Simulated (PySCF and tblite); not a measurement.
C₇H₁₁F, numbered as in [CH2:1]=[C:2]1[CH2:3][CH2:4][CH2:5][CH2:6][C@H:7]1[F:8]. Level: PBE0-D3(BJ)/def2-SVPD (IEF-PCM, chloroform)//PBE0-D3(BJ)/def2-SVP, thermal terms from GFN2-xTB, symmetry numbers and mirror pairs counted. Conformers within 3 kcal/mol (GFN2-xTB free energy) were kept, 8 at most. GIAO shieldings: PBE0/pcSseg-1 (IEF-PCM, chloroform). Couplings: B3LYP/pcSseg-1 with pcJ-1 on H, F (gas phase; spin-dipole term only for pairs with B, N, F, Si or P). Shifts are against TMS (¹H), TMS (¹³C), CFCl3 (¹⁹F) at the same level; of two unlike H on one atom, a is the less shielded. Codes: tblite and PySCF.

The 6-ring runs over atoms 2–3–4–5–6–7.

Two conformers hold nearly all the population. I: 6-ring chair (F8 axial); δ(H6b) = 2.09 ppm. II: 6-ring chair (all substituents equatorial); δ(H6b) = 1.29 ppm. The average over the ensemble at 298.15 K is 1.57 ppm.

Task: What populations and free-energy difference follow from a two-state model?

Result: p(I) = (1.57 − 1.29)/(2.09 − 1.29) = 0.35, so K = p(II)/p(I) = 1.86 and G(II) − G(I) = −RT ln K = -0.37 kcal/mol. The weights computed directly are 35.0 % and 65.0 %.
